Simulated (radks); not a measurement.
Results of a calculation; reference values are marked as such.
Species: Sb XXXII. Configuration: [Ar] 3d2. Code: a radial shooting solver on a logarithmic mesh with Libxc functionals. Model: scalar-relativistic Kohn-Sham, r2SCAN, spin-polarised, spherical densities, finite nucleus; open shells are filled with parallel spins first (spin-orbit coupling, left out, can overturn this in heavy ions); meta-GGA in the generalised Kohn-Sham scheme; Fermi nuclear charge, rms radius 4.6802 fm.

Unscreened Slater integrals over Kohn-Sham orbitals (eV). They are taken over the spin-up orbitals. Empty in this configuration: 4s.

\begin{tabular}{lr}
integral & value \\ \hline
F0(3d,3d) & 92.224 \\
F2(3d,3d) & 47.478 \\
F4(3d,3d) & 30.665 \\
F0(3d,3p) & 85.731 \\
F2(3d,3p) & 41.389 \\
G1(3d,3p) & 44.551 \\
G3(3d,3p) & 29.711 \\
F0(3d,3s) & 84.496 \\
G2(3d,3s) & 33.594 \\
F0(3d,2p) & 117.31 \\
F2(3d,2p) & 34.628 \\
G1(3d,2p) & 31.901 \\
G3(3d,2p) & 18.370 \\
F0(3d,4s) & 51.349 \\
G2(3d,4s) & 4.8508 \\
F0(3p,3p) & 81.907 \\
F2(3p,3p) & 41.279 \\
F0(3p,3s) & 80.784 \\
G1(3p,3s) & 52.578 \\
F0(3p,2p) & 108.68 \\
F2(3p,2p) & 26.929 \\
G0(3p,2p) & 10.701 \\
G2(3p,2p) & 11.725 \\
F0(3p,4s) & 50.353 \\
G1(3p,4s) & 5.2002 \\
F0(3s,3s) & 79.896 \\
F0(3s,2p) & 104.86 \\
G1(3s,2p) & 10.530 \\
F0(3s,4s) & 50.095 \\
G0(3s,4s) & 3.9459 \\
F0(2p,2p) & 233.39 \\
F2(2p,2p) & 110.79 \\
F0(2p,4s) & 57.662 \\
G1(2p,4s) & 3.1036 \\
F0(4s,4s) & 40.882 \\
\end{tabular}

Derived for the open shells (J is the average intra-shell exchange parameter used in DFT+U). 3d: Racah B = F2/49 - 5 F4/441 = 0.6213 eV, C = 35 F4/441 = 2.434 eV, C/B = 3.92, F4/F2 = 0.646, J = (F2 + F4)/14 = 5.582 eV.
